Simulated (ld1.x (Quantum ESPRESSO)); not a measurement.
## Before and after: RRKJ potential for nitrogen

ld1.x (Quantum ESPRESSO) 7.5 input, shortened:

```
&input
   title='N', zed=7., rel=0, dft='PZ', iswitch=3,
   config='[He] 2s1.75 2p3.25 3d-2'
 /
 &inputp
   pseudotype=2, tm=.false., lloc=-2, rcloc=1.15,
   nlcc=.true., new_core_ps=.true.
 /
3
2S  1  0   1.75   0.00  0.90  0.90  0.0
2P  2  1   3.25   0.00  1.45  1.45  0.0
3D  3  2  -2.00   0.30  1.30  1.30  0.0
 &test
   configts(1)='2s1.75 2p3.25'
 /
```

Change: all radii but the core radius scaled by about 1.04 (s 0.94, p 1.50, d 1.36 bohr); local potential all-electron potential smoothed inside 1.20 bohr (lloc = -2).

Cutoffs: the cutoffs (Ry, on a coarse ladder) from which the occupation-weighted sum of valence levels, in a spherical-Bessel basis at the reference potential, stays within 10 and 1 mRy of its value at 400 Ry; they do not see the model core or the augmentation charge, which bear on the density cutoff. Errors are all-electron minus pseudo energies relative to the spin-unpolarised reference configuration.

Task: Predict the effect on cutoff, ghosts and configuration errors.

Result: The potential gets neither clearly harder nor softer (80 Ry and 110 Ry → 80 Ry and 110 Ry); of the 9 tests that both files solve, the error grows in 1 and shrinks in 0 by more than 15 % and 0.3 meV (median size 29.0 → 29.7 meV); neither file shows a bound ghost.

```tsv
quantity	base	changed
cutoff, loose	80 Ry	80 Ry
cutoff, tight	110 Ry	110 Ry
bound ghosts	none	none
error for 2s2 2p3, meV [ΔE -2.79 eV]	+0.5	+0.6
error for 2s2 2p2, meV [ΔE 10.95 eV]	+17	+19
error for 2s2 2p1, meV [ΔE 39.92 eV]	+133	+146
error for 2s2 2p3.3, meV [ΔE -4.46 eV]	-0.5	-0.6
error for 2s0 2p5, meV [ΔE 19.60 eV]	+29	+30
error for 2s2 2p0, meV [ΔE 87.09 eV]	+573	+629
error for 2s1 2p3, meV [ΔE 22.37 eV]	-10	-13
error for 2s1.75 2p3.25 (spin-polarised), meV [ΔE -2.96 eV]	+70	+70
error for 2s2 2p3 (spin-polarised), meV [ΔE -5.68 eV]	+57	+56
```
